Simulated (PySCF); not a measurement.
Be(Et)(OH) (C2H6BeO), SMILES [Be]([OH])[CH2]C.

Geometry optimised at ωB97X-D3(BJ)/def2-SVP. A frequency run showed that this geometry is not a minimum. The values are those of a single conformer.

The numbers are results of PySCF 2.14.0 with TDA-ωB97X/def2-SVPD, not measurements.

Vertical excitations.  State labels are in the subgroup Cs.

```csv
state,symmetry,energy (eV),λ (nm),f,main pairs
S1,A',7.32,169,0.036,"HOMO→LUMO+3 49 %, HOMO→LUMO 40 %"
S2,A',7.70,161,0.067,"HOMO→LUMO+1 66 %, HOMO→LUMO+4 22 %"
S3,A",7.89,157,0.022,"HOMO→LUMO+2 63 %, HOMO→LUMO+5 30 %"
S4,A",8.28,150,0.064,"HOMO−3→LUMO 48 %, HOMO−1→LUMO 38 %"
S5,A',8.38,148,0.062,HOMO−2→LUMO 83 %
S6,A',8.58,145,0.032,"HOMO→LUMO 46 %, HOMO→LUMO+3 36 %"
S7,A",8.89,140,0.001,"HOMO−1→LUMO+3 32 %, HOMO−1→LUMO+1 22 %, HOMO−1→LUMO 12 %, HOMO−1→LUMO+4 9 %"
S8,A",9.03,137,0.011,"HOMO−3→LUMO+1 22 %, HOMO−1→LUMO+1 14 %, HOMO−3→LUMO 13 %, HOMO−1→LUMO+3 11 %"
S9,A",9.15,135,0.045,"HOMO→LUMO+5 57 %, HOMO→LUMO+2 21 %, HOMO→LUMO+8 10 %"
S10,A',9.16,135,0.002,"HOMO−2→LUMO+1 29 %, HOMO−1→LUMO+2 15 %, HOMO−3→LUMO+2 11 %, HOMO−1→LUMO+5 9 %"
T1,A',6.99,177,0,"HOMO→LUMO+3 40 %, HOMO→LUMO 36 %, HOMO→LUMO+4 7 %, HOMO→LUMO+1 7 %"
T2,A',7.27,171,0,"HOMO→LUMO+1 47 %, HOMO→LUMO+4 28 %, HOMO→LUMO 11 %"
T3,A",7.45,166,0,"HOMO→LUMO+5 55 %, HOMO→LUMO+2 40 %"
T4,A",7.99,155,0,"HOMO−3→LUMO 50 %, HOMO−1→LUMO 35 %"
```
Triplets are in the Tamm–Dancoff approximation.
